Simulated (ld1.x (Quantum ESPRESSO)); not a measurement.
## An all-electron radial function and its pseudo partner (aluminium)

Columns: radius, all-electron u(r) and pseudo u(r) of the 3s shell (level -7.73 eV) of aluminium in the configuration [Ne] 3s2 3p1; PBE, non-relativistic, PAW scheme, ld1.x (Quantum ESPRESSO) 7.5.

```tsv
r (bohr)	all-electron	pseudo
0.095	0.1267	0.0121
0.190	-0.0583	0.0257
0.285	-0.2171	0.0418
0.380	-0.2892	0.0617
0.475	-0.2854	0.0862
0.570	-0.2301	0.1157
0.665	-0.1449	0.1505
0.760	-0.0454	0.1903
0.855	0.0576	0.2347
0.950	0.1576	0.2825
1.045	0.2505	0.3328
1.140	0.3342	0.3841
1.235	0.4076	0.4348
1.330	0.4706	0.4835
1.425	0.5236	0.5285
1.520	0.5674	0.5687
1.615	0.6027	0.6029
1.710	0.6303	0.6303
1.805	0.6506	0.6506
1.900	0.6642	0.6642
1.995	0.6720	0.6720
2.090	0.6745	0.6745
2.185	0.6723	0.6723
2.280	0.6663	0.6663
2.375	0.6568	0.6568
2.470	0.6444	0.6444
```

Problem. How many radial nodes do the two functions have?

Solution. The all-electron 3s function has n − l − 1 = 2; the pseudo-wave has 0, since the states of the same l below it are removed with the core.

Problem. At about which radius was the pseudo-wave matched?

Solution. 1.70 bohr, where the columns begin to agree (steps of 0.10 bohr).

Problem. Is the pseudo-wave norm-conserving?

Solution. No, it belongs to a PAW set: the norm inside the radius is not constrained, and the difference is carried by the augmentation charge.
